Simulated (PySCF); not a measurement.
AuCl, SMILES [Cl][Au], multiplicity 1.

Coordinates come from a PBE-D3(BJ)/def2-TZVPD optimisation. The multiplicity is an assumed one; other spin states were not compared. The def2 effective core potentials stand for the cores of Au; spin–orbit coupling is left out.

The numbers are results of TDDFT-LC-ωPBE/def2-TZVPD (PySCF), not measurements.

Vertical excitations; the highest root listed may be one member of a degenerate set. Isolated molecule, no solvent.

Computed excitation energies, oscillator strengths and character:
| state | energy (eV) | λ (nm) | f | main pairs |
|---|---|---|---|---|
| S1 | 3.11 | 399 | 0.011 | HOMO−1→LUMO, HOMO−6→LUMO (degenerate set) |
| S2 | 3.11 | 399 | 0.011 | HOMO→LUMO, HOMO−5→LUMO (degenerate set) |
| S3 | 3.14 | 395 | 0.023 | HOMO−2→LUMO 91 % |
| S4 | 3.42 | 362 | 0.000 | HOMO−3→LUMO (degenerate set) |
| S5 | 3.42 | 362 | 0.000 | HOMO−4→LUMO (degenerate set) |
| S6 | 5.56 | 223 | 0.001 | HOMO−6→LUMO, HOMO−1→LUMO (degenerate set) |
| S7 | 5.56 | 223 | 0.001 | HOMO−5→LUMO, HOMO→LUMO (degenerate set) |
| S8 | 6.97 | 178 | 0.000 | HOMO→LUMO+1, HOMO−1→LUMO+2 (degenerate set) |
| S9 | 6.97 | 178 | 0.000 | HOMO→LUMO+2, HOMO−1→LUMO+1 (degenerate set) |
| S10 | 7.00 | 177 | 0.000 | HOMO−1→LUMO+2 43 %, HOMO→LUMO+1 43 % |
| T1 | 2.27 | 546 | 0 | HOMO−2→LUMO 90 % |
| T2 | 2.41 | 515 | 0 | HOMO→LUMO, HOMO−5→LUMO (degenerate set) |
| T3 | 2.41 | 515 | 0 | HOMO−1→LUMO, HOMO−6→LUMO (degenerate set) |
| T4 | 3.05 | 406 | 0 | HOMO−4→LUMO 96 % |
Triplets are in the Tamm–Dancoff approximation, which puts them higher than full response would, so one can lie above its singlet here.
